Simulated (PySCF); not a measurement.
PySCF input file for C4H6ClF, SMILES C[C@]1(F)C[C@H]1Cl, B3LYP-D3(BJ)/def2-SVP. Geometry optimised at B3LYP-D3(BJ)/def2-SVP. The structure was generated by enumeration; whether it is a known compound was not checked.

```python
import numpy as np
from pyscf import gto, scf, dft, df
from pyscf.hessian import thermo

mol = gto.M(
    atom='''
    C     2.07665005   -0.83928959   -0.39001339
    C     0.69938300   -0.54420584    0.13248558
    F     0.72945411   -0.11618255    1.43080694
    C    -0.51350500   -1.34237255   -0.25234796
    C    -0.35278197    0.07943829   -0.74252879
    Cl   -1.38435404    1.35715691   -0.09274780
    H     2.03648690   -1.15390013   -1.44290733
    H     2.71191118    0.05697171   -0.31524524
    H     2.54144086   -1.64761625    0.19643141
    H    -1.24664960   -1.49340432    0.54385142
    H    -0.42193703   -2.15978495   -0.97357279
    H    -0.11079731    0.25028749   -1.79468018
    ''',
    basis='def2-SVP',
    charge=0,
    spin=0,
    max_memory=1600,
    verbose=3,
)
mf = dft.RKS(mol, xc='b3lyp').density_fit(auxbasis='def2-universal-jkfit')
mf.disp = 'd3bj'
mf.grids.level = 3
mf.conv_tol = 1e-11
mf.max_cycle = 100
mf.kernel()

# [left out here: the lines that compute and print the analytic Hessian (its translational invariance restored by hand, since the grid's response is missing), thermochemistry and intensities]
```

Log of the run:

```
converged SCF energy = -715.735569364439

WARN: DFTD3 does not support analytical Hessian, using finite difference


WARN: Mole.unit (angstrom) is changed to Bohr

Mode                                 0                   1                   2
Irrep
Freq [cm^-1]                      174.2416            180.6745            223.7684
Reduced mass [au]                   7.2055              3.3383              1.1244
Force const [Dyne/A]                0.1289              0.0642              0.0332
Char temp [K]                     250.6949            259.9504            321.9529
Normal mode                   x     y     z       x     y     z       x     y     z
       0   C                -0.01  0.00 -0.04    0.00 -0.14  0.04    0.00 -0.02 -0.00
       1   C                 0.02 -0.00  0.04    0.02  0.04 -0.00    0.01  0.00  0.01
       2   F                 0.09 -0.10  0.07    0.04  0.07 -0.02    0.03 -0.03  0.02
       3   C                 0.01  0.03  0.04    0.02  0.07 -0.05   -0.00  0.03 -0.03
       4   C                 0.02  0.03  0.06    0.05  0.07 -0.03    0.03  0.03  0.01
       5  Cl                -0.06  0.03 -0.07   -0.05 -0.04  0.02   -0.03  0.00 -0.00
       6   H                -0.06  0.15 -0.09   -0.00 -0.08  0.02   -0.06 -0.55  0.16
       7   H                 0.04 -0.04  0.06    0.15 -0.25  0.12   -0.11  0.10 -0.50
       8   H                -0.02 -0.10 -0.17   -0.17 -0.25  0.01    0.16  0.33  0.35
       9   H                 0.02  0.05  0.05   -0.05  0.08 -0.11   -0.03  0.03 -0.05
      10   H                -0.03  0.03  0.03    0.06  0.06 -0.04    0.00  0.04 -0.04
      11   H                 0.06  0.02  0.06    0.06  0.12 -0.02    0.06  0.06  0.02
Mode                                 3                   4                   5
Irrep
Freq [cm^-1]                      327.3300            390.5138            437.9873
Reduced mass [au]                   3.0704              2.7265              2.9875
[...]
      11   H                -0.10 -0.30 -0.15    0.18  0.04 -0.00    0.40 -0.11  0.13
Mode                                15                  16                  17
Irrep
Freq [cm^-1]                     1101.9593           1122.8602           1239.2845
Reduced mass [au]                   1.3734              2.0388              1.4476
Force const [Dyne/A]                0.9826              1.5146              1.3099
Char temp [K]                    1585.4741           1615.5458           1783.0545
Normal mode                   x     y     z       x     y     z       x     y     z
       0   C                 0.02 -0.01  0.01    0.02  0.11 -0.03   -0.03  0.01  0.01
       1   C                -0.03  0.01 -0.00   -0.02 -0.15  0.05    0.10 -0.02 -0.06
       2   F                 0.00 -0.00  0.00    0.00  0.01 -0.00   -0.01  0.00  0.02
       3   C                 0.03 -0.03  0.10    0.02  0.04  0.02   -0.04  0.01  0.04
       4   C                -0.05  0.01 -0.09   -0.02  0.03 -0.04    0.03 -0.08 -0.02
       5  Cl                -0.00 -0.00  0.00    0.00 -0.00 -0.00   -0.00  0.00 -0.01
       6   H                -0.02  0.02 -0.00   -0.02 -0.23  0.07   -0.11  0.01  0.02
       7   H                -0.01  0.01 -0.04    0.40 -0.17 -0.02   -0.07  0.04  0.05
       8   H                 0.11 -0.02 -0.07   -0.41 -0.06  0.08   -0.14  0.01  0.08
       9   H                -0.00 -0.22  0.04    0.02 -0.06  0.00   -0.03 -0.15  0.02
      10   H                -0.29  0.31 -0.32    0.04  0.05  0.01    0.05  0.08 -0.03
      11   H                 0.57  0.17  0.07    0.01 -0.01 -0.04   -0.22  0.73  0.06
Mode                                18                  19                  20
Irrep
Freq [cm^-1]                     1305.2655           1364.1861           1411.6864
Reduced mass [au]                   2.4156              1.4223              1.4354
Force const [Dyne/A]                2.4248              1.5596              1.6854
Char temp [K]                    1877.9865           1962.7601           2031.1024
Normal mode                   x     y     z       x     y     z       x     y     z
       0   C                -0.01 -0.01 -0.04   -0.01  0.01  0.03   -0.13  0.03  0.05
       1   C                -0.04  0.06  0.19   -0.12 -0.01 -0.05    0.07 -0.01 -0.04
       2   F                 0.00 -0.02 -0.06    0.01  0.00  0.01   -0.00  0.00  0.01
       3   C                 0.00 -0.01 -0.02    0.01 -0.01  0.01    0.01  0.02  0.00
       4   C                 0.03 -0.01 -0.04    0.05 -0.06  0.02   -0.01  0.01  0.00
       5  Cl                 0.00 -0.00 -0.00   -0.00  0.00 -0.00   -0.00 -0.00 -0.00
       6   H                 0.24 -0.03 -0.05    0.23 -0.01  0.02    0.45 -0.04  0.04
       7   H                 0.11 -0.10  0.09    0.17 -0.09 -0.23    0.27 -0.23 -0.18
       8   H                 0.13  0.11  0.03    0.14 -0.08 -0.20    0.30  0.03 -0.27
       9   H                 0.15 -0.10  0.10    0.12  0.40  0.18   -0.10 -0.22 -0.14
      10   H                -0.22 -0.01 -0.06    0.28  0.28 -0.25   -0.14 -0.13  0.15
      11   H                -0.28  0.26 -0.06   -0.12  0.15  0.03    0.04 -0.02  0.01
Mode                                21                  22                  23
Irrep
Freq [cm^-1]                     1448.8196           1452.7406           1485.9829
Reduced mass [au]                   1.0469              1.3673              1.6221
Force const [Dyne/A]                1.2948              1.7001              2.1104
Char temp [K]                    2084.5289           2090.1702           2137.9986
Normal mode                   x     y     z       x     y     z       x     y     z
       0   C                -0.01 -0.04  0.01   -0.06  0.00 -0.03   -0.02  0.01  0.02
       1   C                 0.01 -0.03  0.01    0.09 -0.01  0.01    0.12  0.01  0.07
       2   F                -0.00  0.00 -0.00   -0.00  0.00 -0.00   -0.01 -0.00 -0.01
       3   C                -0.00 -0.00  0.00   -0.05 -0.07  0.00   -0.05 -0.07 -0.01
       4   C                -0.01  0.01 -0.01   -0.04  0.05 -0.02   -0.04  0.05 -0.03
       5  Cl                -0.00 -0.00  0.00    0.00 -0.00  0.00    0.00 -0.00  0.00
       6   H                 0.06  0.66 -0.20   -0.18 -0.04  0.00    0.32 -0.04  0.02
       7   H                 0.17 -0.12 -0.43    0.23 -0.22  0.37   -0.25  0.20 -0.27
       8   H                -0.13  0.21  0.43    0.30  0.31  0.13   -0.29 -0.27 -0.15
       9   H                 0.00  0.01  0.01    0.01  0.30  0.13    0.02  0.21  0.13
      10   H                 0.01  0.01 -0.01    0.26  0.12 -0.17    0.17  0.07 -0.13
      11   H                 0.02 -0.01 -0.00    0.09 -0.07 -0.02    0.06 -0.05 -0.03
Mode                                24                  25                  26
Irrep
Freq [cm^-1]                     3037.3287           3120.7172           3125.6810
Reduced mass [au]                   1.0363              1.1038              1.0576
Force const [Dyne/A]                5.6328              6.3338              6.0879
Char temp [K]                    4370.0397           4490.0172           4497.1591
Normal mode                   x     y     z       x     y     z       x     y     z
       0   C                 0.05 -0.01 -0.01   -0.01 -0.08  0.04    0.01  0.01  0.01
       1   C                -0.00  0.00  0.00    0.00 -0.00  0.00    0.00  0.00  0.00
       2   F                -0.00 -0.00 -0.00    0.00  0.00 -0.00    0.00  0.00  0.00
       3   C                -0.00  0.00  0.00   -0.00 -0.01 -0.00   -0.03 -0.06 -0.00
       4   C                -0.00 -0.00  0.00   -0.00  0.00 -0.00   -0.00  0.00  0.00
       5  Cl                 0.00 -0.00  0.00   -0.00  0.00 -0.00   -0.00  0.00 -0.00
       6   H                 0.03  0.14  0.48   -0.01 -0.05 -0.11   -0.00 -0.02 -0.08
       7   H                -0.33 -0.48 -0.04    0.36  0.51  0.05   -0.08 -0.11 -0.01
       8   H                -0.25  0.45 -0.33   -0.29  0.50 -0.37    0.02 -0.03  0.02
       9   H                -0.00 -0.00  0.00    0.04  0.01 -0.05    0.40  0.07 -0.44
      10   H                 0.00 -0.01 -0.01   -0.01  0.06  0.06   -0.07  0.55  0.50
      11   H                 0.00  0.00 -0.01   -0.00  0.00 -0.00    0.01  0.01 -0.03
Mode                                27                  28                  29
Irrep
Freq [cm^-1]                     3135.4252           3174.0203           3229.8816
Reduced mass [au]                   1.1028              1.0916              1.1194
Force const [Dyne/A]                6.3878              6.4794              6.8804
Char temp [K]                    4511.1787           4566.7085           4647.0804
Normal mode                   x     y     z       x     y     z       x     y     z
       0   C                -0.03 -0.03 -0.08    0.00  0.00  0.00    0.00  0.00  0.00
       1   C                -0.00 -0.00 -0.00   -0.00 -0.00 -0.00   -0.00  0.00  0.00
       2   F                 0.00  0.00  0.00   -0.00  0.00 -0.00   -0.00 -0.00 -0.00
       3   C                -0.00 -0.01  0.00    0.01  0.00 -0.01   -0.05  0.03  0.08
       4   C                -0.00 -0.00  0.01   -0.02 -0.01  0.08   -0.00 -0.00  0.00
       5  Cl                -0.00  0.00  0.00    0.00  0.00 -0.00    0.00 -0.00 -0.00
       6   H                 0.03  0.23  0.77   -0.00 -0.02 -0.05    0.00 -0.00 -0.01
       7   H                 0.24  0.34  0.02   -0.01 -0.02 -0.00    0.00 -0.00 -0.00
       8   H                 0.10 -0.19  0.13   -0.00  0.01 -0.01   -0.00  0.00 -0.00
       9   H                 0.06  0.01 -0.06   -0.05 -0.01  0.05    0.49  0.10 -0.53
      10   H                -0.01  0.07  0.06    0.00  0.01  0.01    0.05 -0.44 -0.39
      11   H                 0.01  0.01 -0.06    0.21  0.15 -0.91    0.01  0.01 -0.05
temperature 298.1500 [K]
pressure 101325.00 [Pa]
Rotational constants [GHz] 5.23773 1.91360 1.74912
Symmetry number 1
Zero-point energy (ZPE) 0.09171 [Eh]   240793.200 [J/mol]
                           tot       elec      trans        rot        vib
Entropy [J/mol/K]       330.974      0.000    167.202    114.256     49.516
Cv [J/mol/K]             94.853      0.000     12.472     12.472     69.910
Cp [J/mol/K]            103.168      0.000     20.786     12.472     69.910
Internal energy [J/mol]                      3718.434   3718.434 249932.580
Internal energy [Eh]   -715.63754  -715.73557
Enthalpy [J/mol]                             6197.391   3718.434 249932.580
Enthalpy [Eh]          -715.63660
Gibbs free energy [J/mol]                  -43653.933 -30346.967 235169.277
Gibbs free energy [Eh] -715.67418
static polarisability / bohr^3: [[54.131 -7.142 -1.559]
 [-7.141 53.744  1.731]
 [-1.559  1.73  43.417]]
largest difference of analytic and finite-field dipole derivatives / e: 0.00033043444904176655
mode   freq/cm-1   IR/(km/mol)   Raman/(A^4/amu)   depolarisation
   1      174.24         0.496             0.916            0.687
   2      180.67         0.093             0.840            0.750
   3      223.77         0.038             0.180            0.749
   4      327.33         1.200             1.862            0.229
   5      390.51         3.779             2.450            0.699
   6      437.99         4.647             1.678            0.693
   7      543.87         6.639             3.502            0.402
   8      677.85        11.174             7.930            0.520
   9      726.56        15.732             8.525            0.200
  10      842.24         3.095             5.361            0.590
  11      915.65        11.538             5.481            0.702
  12      951.71         1.626             2.543            0.733
  13      994.47        19.739             5.784            0.648
  14     1038.96         8.461             2.415            0.255
  15     1075.81        18.378             7.056            0.333
  16     1101.96         0.378             1.852            0.545
  17     1122.86        15.167             1.630            0.748
  18     1239.28        33.130             3.674            0.655
  19     1305.27        43.672             3.255            0.341
  20     1364.19        16.695            10.436            0.444
  21     1411.69        11.042             4.128            0.430
  22     1448.82         4.046            12.230            0.750
  23     1452.74        19.550            16.284            0.638
  24     1485.98        12.955             6.570            0.543
  25     3037.33        14.801           152.710            0.018
  26     3120.72        11.735            88.432            0.719
  27     3125.68         1.123           113.642            0.128
  28     3135.43        12.014            54.991            0.750
  29     3174.02         5.372            90.265            0.237
  30     3229.88         1.731            58.511            0.750
max |gradient| / (hartree/bohr): 6.122974789667826e-05
APT charges: [ 0.011   0.6063 -0.4941 -0.1344  0.2414 -0.2746  0.0093 -0.0052 -0.0127
  0.0476  0.0125 -0.0072]
```

The run converged.
